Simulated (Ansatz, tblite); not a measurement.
Removing and adding an electron: Zn6O6H18. Total charge 0; singlet. Geometry: PBE-D4/def2-SVP. Ansatz, gas phase; energy differences of separate SCF runs; the oxidised species was run as a doublet alone; the reduced species was run as a doublet alone.

```xyz
30

O     0.176   -1.270    1.582
Zn    0.104   -2.369   -0.142
Zn   -1.862   -0.688    1.543
O    -1.743   -1.327   -0.396
O     0.727   -1.068   -1.593
Zn   -1.217   -0.451   -2.169
Zn    0.900    0.571    2.106
O    -1.059    1.195    1.531
O     1.408    1.439    0.324
Zn    1.548    0.805   -1.616
Zn   -0.421    2.480    0.073
O    -0.504    1.397   -1.661
H    -1.155   -2.519    3.842
H     0.355   -1.881    2.323
H     0.357   -3.904   -0.196
H    -0.625   -2.923    4.230
H    -3.006   -1.116    2.510
H    -2.501   -1.919   -0.566
H     1.148   -1.592   -2.304
H     0.239   -2.123   -4.224
H     0.862   -2.525   -4.437
H    -1.958   -0.737   -3.509
H     1.648    0.851    3.443
H    -1.515    1.720    2.217
H     2.146    2.057    0.494
H     1.943    4.276    0.645
H     2.694    1.231   -2.581
H    -0.671    4.017    0.127
H     2.694    4.360    0.796
H    -0.713    2.012   -2.391
```

The xTB rows come from tblite. Single mean-field runs in def2-TZVP are fitted with def2-universal-jkfit. In the singlet geometry the species has come apart into loosely held pieces. In the singlet, H26 and H29 lie 0.77 Å apart, H13 and H16 lie 0.77 Å apart, H20 and H21 lie 0.77 Å apart (atoms count from 1), so H2 has formed as a molecule. In the doublet geometry the species has come apart into loosely held pieces.

**Question.** Estimate orbital energies and vertical ionisation energies and electron affinities at: GFN1-xTB; GFN2-xTB; PBE-D4/def2-TZVP; PBE0-D4/def2-TZVP.

**Answer.** 
```tsv
level	−HOMO (eV)	vertical IE (eV)	−LUMO (eV)	vertical EA (eV)	HOMO–LUMO gap (eV)	IE − EA (eV)	remarks
GFN1-xTB	10.39	12.26	4.78	2.95	5.62	9.31	–
GFN2-xTB	11.59	13.36	6.30	4.42	5.29	8.95	–
PBE-D4/def2-TZVP	6.61	–	1.75	0.12	4.86	–	HOMO above zero (-1 doublet)
PBE0-D4/def2-TZVP	7.87	9.27	0.86	-0.25	7.00	9.52	HOMO above zero (-1 doublet)
```

Run but left out: PBE-D4/def2-TZVP (charge +1 doublet: an occupied level 0.17 eV above an empty one).   A HOMO above zero means that the electron is unbound at that level or that self-interaction error raises the level; the energy of removing that electron tells which. Raw xTB energy differences between charge states are shifted by several eV; the methods need an empirical correction for them. Sets without diffuse functions give affinities that are too small. A negative affinity means that the extra electron isn't bound; its size then hangs on the basis.
